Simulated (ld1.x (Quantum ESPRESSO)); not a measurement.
**What the settings do to the ultrasoft potential of Ir**

Base potential:

Ir, ultrasoft, made with ld1.x (Quantum ESPRESSO) 7.5 (BP86, fully relativistic). Core [Kr] 4d10, reference 4f14 5s2 5p6 5d7 6s1.5 6p0 (charge +0.5). Waves: 5s (bound): rcut 1.25, rcutus 1.30 bohr; 6s (bound): rcut 1.25, rcutus 1.30 bohr; 5p (bound): rcut 1.65, rcutus 2.00 bohr; 6p (bound, empty): rcut 1.65, rcutus 2.00 bohr; 5d (bound): rcut 1.45, rcutus 1.80 bohr; 5d channel at 0.05 Ry: rcut 1.45, rcutus 1.80 bohr; 4f (bound): rcut 0.65, rcutus 0.85 bohr; 4f channel at -2.45 Ry: rcut 0.65, rcutus 0.85 bohr. Local part: all-electron potential smoothed inside 0.85 bohr (lloc = -2). Core correction: Bessel-smoothed model core, default radius (core density twice the valence density). Augmentation charge: PSQ, radius 0.65 bohr.

Open shells are filled in proportion to 2j + 1 (rel_dist='average').

All-electron outer shells of the reference configuration (BP86, scalar-relativistic, ld1.x):

```csv
shell,level (eV),outermost node (bohr),outermost maximum (bohr)
4p,-501.05,0.23,0.42
4d,-295.15,0.21,0.42
5s,-102.19,0.50,0.89
4f,-66.37,–,0.39
5p,-58.88,0.54,1.01
5d,-11.25,0.59,1.29
6s,-10.04,1.17,2.35
6p,-4.15,1.39,3.18
```

Cutoffs, loose and tight: the cutoffs (Ry, on a coarse ladder) from which the occupation-weighted sum of valence levels, in a spherical-Bessel basis at the reference potential, stays within 10 and 1 mRy of its value at 400 Ry. They do not see the model core or the augmentation charge, which bear on the density cutoff. Test errors are all-electron minus pseudo excitation energies from the reference, over the configurations 4f14 5s2 5p6 5d7 6s2 6p0; 4f14 5s2 5p6 5d7 6s1 6p0; 4f14 5s2 5p6 5d7 6s0 6p0; 4f14 5s2 5p6 5d8 6s0 6p0; 4f14 5s2 5p6 5d6 6s0 6p0; 4f14 5s2 5p6 5d7 6s0 6p2; 4f13 5s2 5p6 5d8 6s1 6p0. A dash means not determined; rows that change the core or the reference have their own tests. The largest error is taken over the tests solved by every variant that gives reliable tests at all: 4f14 5s2 5p6 5d6 6s0 6p0; 4f14 5s2 5p6 5d7 6s0 6p0; 4f14 5s2 5p6 5d7 6s0 6p2; 4f14 5s2 5p6 5d7 6s1 6p0; 4f14 5s2 5p6 5d7 6s2 6p0; 4f14 5s2 5p6 5d8 6s0 6p0.

Cutoffs are not given where the Bessel-basis levels miss the radial ones by over 6 mRy, ghosts where they miss by over 20 mRy; a channel whose overlap is not positive is not tested.

A file whose overlap is not positive is unfit for use, and its test errors describe a broken file.

```tsv
change	outcome	cutoff, loose	cutoff, tight	bound ghosts	largest test error (meV)
base	generated, overlap not positive	–	–	not determined (overlap not positive)	+17
local potential all-electron potential smoothed inside 0.78 bohr (lloc = -2)	generated, overlap not positive	–	–	not determined (overlap not positive)	-96
local potential all-electron potential smoothed inside 1.54 bohr (lloc = -2)	generated	–	–	not determined	-2.1
local potential all-electron potential smoothed inside 1.74 bohr (lloc = -2)	generated	–	–	none	-2.1
local potential all-electron potential smoothed inside 2.10 bohr (lloc = -2)	generated	300 Ry	over 300 Ry	none	-2.3
local potential all-electron potential smoothed inside 2.26 bohr (lloc = -2)	generated	–	–	not determined	-2.4
```

(1) What comes out with this change to the base: local potential all-electron potential smoothed inside 1.28 bohr (lloc = -2)?

(2) What comes out with this change to the base: local potential all-electron potential smoothed inside 1.06 bohr (lloc = -2)?

Results:

(1) outcome: generated, overlap not positive; bound ghosts: not determined (overlap not positive); largest test error (meV): -1.2. A file whose overlap is not positive is unfit for use, and its test errors describe a broken file.

(2) outcome: generated, overlap not positive; bound ghosts: not determined (overlap not positive); largest test error (meV): +2.3. A file whose overlap is not positive is unfit for use, and its test errors describe a broken file.
